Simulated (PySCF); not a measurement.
UHF on Ca⁻ (calcium, charge -1), [Ar] 3d1 4s2, 2D determinant. All numbers are calculated (PySCF 2.14, the spin-free X2C one-electron Hamiltonian (Gaussian nucleus), in aug-cc-pVDZ-X2C).

```
cycle= 1 E= -679.572838553467  delta_E= -0.000137  |g|= 0.00249  |ddm|= 0.022
cycle= 2 E= -679.572871836386  delta_E= -3.33e-05  |g|= 0.00143  |ddm|= 0.00922
cycle= 3 E= -679.57288852303  delta_E= -1.67e-05  |g|= 0.000622  |ddm|= 0.0104
cycle= 4 E= -679.572892329944  delta_E= -3.81e-06  |g|= 0.000266  |ddm|= 0.00772
cycle= 5 E= -679.572893126324  delta_E= -7.96e-07  |g|= 7.61e-05  |ddm|= 0.00429
cycle= 6 E= -679.572893177792  delta_E= -5.15e-08  |g|= 1.59e-05  |ddm|= 0.00109
cycle= 7 E= -679.572893179745  delta_E= -1.95e-09  |g|= 2.4e-06  |ddm|= 0.000213
cycle= 8 E= -679.572893179786  delta_E= -4.09e-11  |g|= 7.91e-07  |ddm|= 3.82e-05
converged SCF energy = -679.572893179786  <S^2> = 0.75362321  2S+1 = 2.0036199
```

Highest occupied orbital energy: 1.508 eV; ⟨L²⟩ = 6.01; populations by l: s 8.00, p 12.00, d 1.00.

**Question.** Can this result be used?

**Answer.** With care. The calculation finished and met its thresholds. The configuration of this anion was assumed by filling the next shell in order. It is not the known or likely ground configuration (Ca⁻, Sr⁻ and Ba⁻, for instance, bind a p electron), so these values are not the electron affinity of the element. At UHF the highest occupied level has a positive energy, so only the finite basis holds that electron.
